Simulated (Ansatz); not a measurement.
Relaxation of BH7N2SSi (12 atoms, charge 0, multiplicity 1), to a largest force component of 0.015 eV/Å in at most 40 steps.

The calculation used Ansatz, RKS B3LYP-D4/def2-SVP.

```xyz
12
Properties=species:S:1:pos:R:3:forces:R:3
N -1.745 0.216 0.510 -0.77 3.74 0.41
Si -0.192 -0.533 0.541 0.26 -1.84 -0.35
N -0.337 -2.200 -0.031 -0.67 0.44 -2.13
B 0.543 -0.594 2.356 -0.53 -0.12 0.33
S -0.422 -1.418 3.736 0.93 -1.39 -0.18
H -1.999 0.596 1.470 0.02 -0.71 -1.31
H -1.665 1.124 -0.081 -0.46 -1.82 1.04
H 0.727 0.177 -0.327 0.43 0.36 -0.73
H -0.735 -2.197 -1.045 0.88 -0.23 2.17
H -1.016 -2.709 0.540 0.01 -0.08 -0.05
H 1.513 0.034 2.569 0.74 0.33 0.55
H 0.262 -2.645 3.450 -0.83 1.32 0.25
```

Problem. Where does it end, and by what steps?

Solution. It converged. After 29 steps the energy has fallen by 1.607 eV; H12 moved furthest, 1.16 Å.

| step | energy less start (eV) | largest force component (eV/Å) | accepted |
| --- | --- | --- | --- |
| 0 | 0.0000 | 3.740 | yes |
| 2 | -0.6783 | 0.658 | yes |
| 4 | -1.1228 | 1.678 | yes |
| 6 | -1.4707 | 0.364 | yes |
| 8 | -1.4846 | 0.142 | yes |
| 10 | -1.4947 | 0.123 | yes |
| 12 | -1.5057 | 0.114 | yes |
| 14 | -1.5128 | 0.165 | yes |
| 16 | -1.5062 | 1.268 | no |
| 18 | -1.5439 | 0.797 | yes |
| 20 | -1.5572 | 0.366 | no |
| 22 | -1.5967 | 0.420 | yes |
| 24 | -1.6051 | 0.062 | yes |
| 26 | -1.6066 | 0.043 | yes |
| 28 | -1.6048 | 0.090 | no |
| 29 | -1.6068 | 0.006 | yes |

```xyz
12
Properties=species:S:1:pos:R:3
N -1.598 0.423 0.468
Si -0.142 -0.529 0.572
N -0.633 -2.188 0.301
B 0.673 -0.510 2.419
S 0.143 -1.726 3.604
H -2.290 0.376 1.211
H -1.554 1.357 0.075
H 0.750 0.068 -0.477
H -1.253 -2.371 -0.485
H 0.064 -2.925 0.373
H 1.429 0.321 2.857
H -0.655 -2.447 2.768
```

Time of the run: 120 s on 2 threads of Arm Neoverse V1, with other jobs on the host, peak memory 0.26 GiB.
